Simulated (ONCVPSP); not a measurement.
# Te: variants of one ONCV potential

Base potential:

- Element: Te
- Generator: ONCVPSP 4.0.1
- Type: optimised norm-conserving Vanderbilt (ONCV)
- Functional: PBE
- Relativity: fully relativistic
- Frozen core: [Ar] 3d10
- Valence charge: 24
- Reference configuration: 4s2 4p6 4d10 5s2 5p4
- Partial waves: 4s+5s: rc 1.50 bohr, ncon 4, nbas 8, qcut 8.4 1/bohr, 2 projectors; 4p+5p: rc 1.20 bohr, ncon 4, nbas 7, qcut 10.9 1/bohr, 2 projectors; 4d: rc 1.00 bohr, ncon 4, nbas 8, qcut 9.8 1/bohr, 2 projectors, debl 2.5 Ha
- Local potential: polynomial inside 0.65 bohr (lpopt 5, dvloc0 0 Ha)
- Core correction: none

Open shells are filled in proportion to 2j + 1.

Cutoffs, loose and tight: the cutoffs (Ha) at which the residual kinetic energy of the hardest occupied pseudo-wave falls to 1 and 0.1 mHa per electron. They do not see the model core or the augmentation charge, which bear on the density cutoff. Test errors are all-electron minus pseudo excitation energies from the reference, over the configurations 4s2 4p6 4d10 5s2 5p3; 4s2 4p6 4d10 5s2 5p2; 4s2 4p6 4d10 5s2 5p1; 4s2 4p6 4d9 5s2 5p5. A dash means not determined; rows that change the core or the reference have their own tests.

A true bound ghost makes a file unfit for plane-wave use even where its test errors are small: the radial tests pick states by their node count and pass the ghost by.

```tsv
change	outcome	cutoff, loose	cutoff, tight	bound ghosts	GHOST(+) flags above zero	largest test error (meV)
base	generated	51 Ha	194 Ha	s	p3/2	+10
s: qcut 4.7	generated	51 Ha	194 Ha	s	p3/2	+11
core [Kr], valence charge 16; reference 4d10 5s1 5p5; waves now 5s: rc 1.65 bohr, ncon 4, nbas 7, qcut 4.8 1/bohr, 2 projectors, debl 2.9 Ha; 5p: rc 2.25 bohr, ncon 3, nbas 7, qcut 3 1/bohr, 1 projector; 4d: rc 1.50 bohr, ncon 5, nbas 9, qcut 11.9 1/bohr, 3 projectors, debl 1.3 Ha; local potential polynomial inside 0.95 bohr (lpopt 5, dvloc0 6 Ha)	failed: ERROR pspot: first pseudo wave function has node, program will stop	–	–	–	–	–
all radii scaled by about 0.85 (s 1.28, p 1.02, d 0.84 bohr); local potential polynomial inside 0.56 bohr (lpopt 5, dvloc0 0 Ha)	generated	71 Ha	303 Ha	s	p3/2, p1/2	+10
```

(1) What comes out with this change to the base: d: rc 1.04?

(2) What comes out with this change to the base: s: qcut 12; p: qcut 15.6; d: qcut 14?

(3) What comes out with this change to the base: reference 4s2 4p6 4d10 5s2 5p3?

Results:

(1) outcome: generated; cutoff, loose: 50 Ha; cutoff, tight: 179 Ha; bound ghosts: s; GHOST(+) flags above zero: p3/2; largest test error (meV): +10.

(2) outcome: generated; cutoff, loose: 62 Ha; cutoff, tight: 73 Ha; bound ghosts: s; GHOST(+) flags above zero: none; largest test error (meV): +7.3.

(3) outcome: generated; cutoff, loose: 51 Ha; cutoff, tight: 194 Ha; bound ghosts: s; GHOST(+) flags above zero: p3/2; largest test error (meV): +1.9.
